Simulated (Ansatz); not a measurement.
System: BNH$_{3}$, charge 1, singlet. BNH3+ (parent SMILES N[BH], singlet).
B3LYP-D3(BJ)/def2-TZVP minimum from Ansatz (a first-principles code):
```
N
B 1 1.3115
H 1 1.0214 2 123.46
H 1 1.0214 3 113.09 2 -180.00
H 2 1.1685 4 155.55 1 180.00
```
Charge +1, spin multiplicity 1.

Total energies in cc-pVTZ, 10 correlated electrons, 2 frozen orbitals. Open shells are spin-unrestricted; no spin-orbit coupling. Correlated methods leave the cores frozen. No relativity. The spin of H3BN+ (parent SMILES [BH]N, singlet) was assumed, and the state is the lowest solution found for it.

| method | program | energy (Eh) | minus CCSDT(Q) (mEh) |
|---|---|---|---|
| HF | Ansatz | -80.64781 | 312.74 |
| MP2 | Ansatz | -80.93060 | 29.94 |
| CCSD | Ansatz | -80.94884 | 11.70 |
| CCSD(T) | Ansatz | -80.95966 | 0.89 |
| CCSDT(Q) | Ansatz | -80.96054 | 0.00 |

Rough core times of Ansatz's runs on a shared machine: CCSD(T) under 20 s, CCSDT(Q) 90 s.
